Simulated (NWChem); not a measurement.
System: C4H4; SMILES C(C#C)=C

Q: Give the equilibrium geometry at PBE0/def2-SVP (NWChem) as a list of bonds and angles, with the point group.

A: point group Cs; any orientation.
Bonded distances (Å): C1–C2 1.214, C1–H5 1.074, C2–C3 1.424, C3–C4 1.341, C3–H6 1.097, C4–H7 1.093, C4–H8 1.092. Angles (°): C2–C1–H5 179.6, C1–C2–C3 178.5, C2–C3–C4 124.6, C2–C3–H6 115.9, C4–C3–H6 119.5, C3–C4–H7 121.5, C3–C4–H8 120.7, H7–C4–H8 117.8.
